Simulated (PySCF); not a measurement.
Compound: C₅H₇F₃O.
Numbering: `[CH3:1][CH2:2][CH2:3][C:4](=[O:5])[C:6]([F:7])([F:8])[F:9]` (hydrogens: H10, H11, H12 on C1; H13, H14 on C2; H15, H16 on C3)

Computed with PySCF at CAM-B3LYP/def2-SVPD, non-relativistic, on one gas-phase PBE0-D3(BJ)/def2-SVP geometry that isn't relaxed in the solvent. The solvent is an IEF-PCM continuum (cavity from Bondi-type radii × 1.2). The model holds no explicit solvent molecules, cavitation or dispersion.

Gas phase at CAM-B3LYP/def2-SVPD: HOMO -9.83 eV, LUMO -0.40 eV, dipole 2.95 D.

What does the continuum do to the energy, the frontier levels and the dipole at CAM-B3LYP/def2-SVPD in chloroform and dimethylsulfoxide?

| solvent | ε | E(solvent) − E(gas) (kJ/mol) | polarisation term (kJ/mol) | distortion of the solute (kJ/mol) | HOMO (eV) | LUMO (eV) | dipole (D) |
| --- | --- | --- | --- | --- | --- | --- | --- |
| chloroform | 4.711 | -13.92 | -15.63 | 1.71 | -9.80 | -0.32 | 3.47 |
| dimethylsulfoxide | 46.83 | -19.74 | -23.34 | 3.60 | -9.81 | -0.30 | 3.69 |

Polarisation term: ½ Σ q·V over the induced surface charges. Distortion: the rise of the solute's own energy as its density leaves the gas-phase optimum. From chloroform to dimethylsulfoxide the lowering changes by a factor 1.42, Onsager's factor (ε − 1)/(2ε + 1) by 1.36 and ε itself by 9.9.

Which radius a makes the point-dipole formula ΔE = −[(ε − 1)/(2ε + 1)]·μ²/a³ give the value in dimethylsulfoxide, with the gas-phase dipole?

μ = 1.161 au and |ΔE| = 0.00752 Eh give a = 2.34 Å; the farthest nucleus lies 3.72 Å from the centroid of the nuclei, so such a sphere wouldn't even hold the nuclei. The formula assumes a rigid point dipole at the centre of a sphere.

How does the static polarisability (CAM-B3LYP/def2-SVPD, frozen core, with the continuum's full static response) change?

| medium | isotropic (au) | principal values (au) | ⟨r²⟩ of the electrons (bohr²) |
| --- | --- | --- | --- |
| gas | 65.9 | 55.6, 66.3, 75.8 | 1468.9 |
| chloroform | 78.7 | 67.9, 81.4, 86.8 | 1469.4 |
| dimethylsulfoxide | 85.2 | 75.1, 87.5, 92.9 | 1469.8 |

The isotropic value in dimethylsulfoxide is 1.29 times the gas-phase one; no cavity-field correction is applied. ⟨r²⟩ is taken about the centre of nuclear charge.

The run took 2.0 min of wall time on an Intel Xeon Platinum 8488C with one thread, on a shared host, and the process peaked at 1.3 GiB of memory. This is the whole response run at CAM-B3LYP/def2-SVPD in dimethylsulfoxide, SCF included.

Conformer computed: `[CH3:1][CH2:2][CH2:3][C:4](=[O:5])[C:6]([F:7])([F:8])[F:9]`: C1–C2–C3–C4 180°, C2–C3–C4–O5 0°, C3–C4–C6–F7 61°.
